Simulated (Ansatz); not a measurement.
Saddle point of GaH₃O, closed shell (GaH₃O ([OH][GaH2]) → GaHO ([O][GaH]) + H₂; bonds formed: H2–H4; bonds broken: Ga1–H2, O3–H4), PBE0-D4/def2-TZVP structure:

```
5
angstrom
Ga 0.1661 0.2087 0.6463
H -0.8329 -0.0403 -1.0534
O 1.2152 -0.7699 -0.2647
H 0.0096 -0.4711 -1.0132
H -0.5579 1.0726 1.6850
```

Energies are electronic, without zero-point energy. Barriers and step energies count from the start structure reached by relaxing down the imaginary mode; all methods use the PBE0-D4 structures, on which another method's saddle can fall below an end. Program: Ansatz 0.2.0. Basis: def2-TZVPP, with def2-QZVPP for the basis limit. Cores are frozen in the correlated methods. Filled d shells of the heavier atoms are correlated. The def2 sets are not built for correlating such inner shells, so the correlated values are less sure here. B3LYP uses VWN-RPA correlation. Extrapolation: Hartree–Fock as exp(−7.88 √X), correlation as X^−2.97.

```tsv
method	barrier (eV)	step energy (eV)
SPW92	?	2.144
PBE-D4	2.614	1.842
BLYP-D4	2.644	1.687
r2SCAN-D4	2.847	2.065
B97M-V	2.968	2.143
PBE0-D4	2.974	2.228
B3LYP-D4	2.943	2.033
r2SCAN0-D4	3.113	2.356
BHLYP-D4	3.342	2.451
CAM-B3LYP-D4	?	2.226
wB97X-V	3.138	2.268
wB97M-V	3.103	2.240
B2PLYP	2.919	1.925
PBE-QIDH	3.087	2.257
RPA on PBE	2.931	1.922
HF	?	2.832
MP2	2.889	1.893
CCSD	3.222	2.271
CCSD(T)	3.037	2.080
```

Q: Fill in the withheld barriers. (To be estimated.)

A: By the calculation: SPW92 2.579; HF 3.900; CAM-B3LYP-D4 3.099 eV. Each is the energy of the saddle less that of the start structure, by the same method.

For comparison, the barrier by CCSD(T) at an estimated basis limit (MP2 extrapolated from triple and quadruple zeta, plus CCSD(T) − MP2 in triple zeta) is 3.038 eV.

The T1 diagnostic stays at or below 0.027. The T1 diagnostic is large here, which may signal multireference character or strong orbital relaxation, so CCSD(T) is less sure.

Labels in which every atom is bracketed show which atoms are joined, not bond orders.

For scale, one of the runs: CCSD(T)/def2-TZVPP, 121 basis functions, launched by `ansatz run in.yaml --threads 2 --pin off --events-out ev --progress --plain --max-ram 4352MiB`. The run took about 9 s on 2 CPU threads (shared host).
